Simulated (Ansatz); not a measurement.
Abridged output of a molecular run in Ansatz:

```
Functional definition: HF
1565 factors; integrals over basis functions are off by at most 1.1e-3 eV
mean field evaluation 1: about -59232.5693 eV, gradient 5.0e1 eV
mean field evaluation 2: about -59232.7675 eV, gradient 5.0e1 eV
mean field evaluation 4: about -59237.7965 eV, gradient 4.5e0 eV
mean field evaluation 8: about -59237.8707 eV, gradient 4.4e-1 eV
mean field evaluation 16: about -59237.8713 eV, gradient 7.1e-7 eV
mean field -59237.87126479 eV, -2176.9516161097 hartree, gradient 7.1e-7 eV, S^2 0.000000; 0 other end points of the search recorded, 0 dependent functions left out
13 core orbitals not correlated: weight in the atoms' cores, before any rotation towards them, 1.000 or more for the frozen orbitals, at most 0.000 for the correlated occupied ones
reference -59237.87126479 eV, -2176.9516161097 hartree; 20, 20 occupied and 223, 223 virtual orbitals, 1565 factors
second order -29.01153578 eV of doubles, -0.00000000 eV of singles
cycle   1  -28.63900834 eV  change    3.7e-1 eV  update   1.3e-1
cycle   2  -29.41714307 eV  change   -7.8e-1 eV  update   4.1e-2
cycle   3  -29.59678852 eV  change   -1.8e-1 eV  update   2.2e-2
cycle   4  -29.57938400 eV  change    1.7e-2 eV  update   5.9e-3
cycle   5  -29.57506406 eV  change    4.3e-3 eV  update   3.1e-3
cycle   6  -29.57712461 eV  change   -2.1e-3 eV  update   1.0e-3
cycle   7  -29.57678661 eV  change    3.4e-4 eV  update   3.9e-4
cycle   8  -29.57662808 eV  change    1.6e-4 eV  update   1.2e-4
cycle   9  -29.57667731 eV  change   -4.9e-5 eV  update   4.6e-5
cycle  10  -29.57669000 eV  change   -1.3e-5 eV  update   1.6e-5
perturbative correction -1.08331525 eV, -0.0398111010 hartree
Total energy: -59268.53127004 eV, -2178.0783505206 hartree
```

Its atoms:

Cartesian coordinates in Å:
```
C 0.7937 0.7415 0.9385
C -0.5278 0.0180 0.8112
O -0.4241 -1.1348 -0.0040
Ga -0.3548 -1.0673 -1.7671
F -0.5368 0.5562 -2.4169
H 0.7068 1.5828 1.6312
H 1.1119 1.1382 -0.0299
H 1.5662 0.0658 1.3122
H -1.2906 0.7050 0.4253
H -0.8655 -0.3244 1.7952
H -0.1791 -2.2809 -2.6959
```

Which basis set was used?
A. def2-QZVPP
B. def2-TZVPPD
C. def2-SVP
D. def2-TZVPP

D. It gives 256 functions.

Write the keys of the input that set method, charge and spin (a neutral closed shell needs none for the last two).


```yaml
correlation: {method: ccsd_t}
```
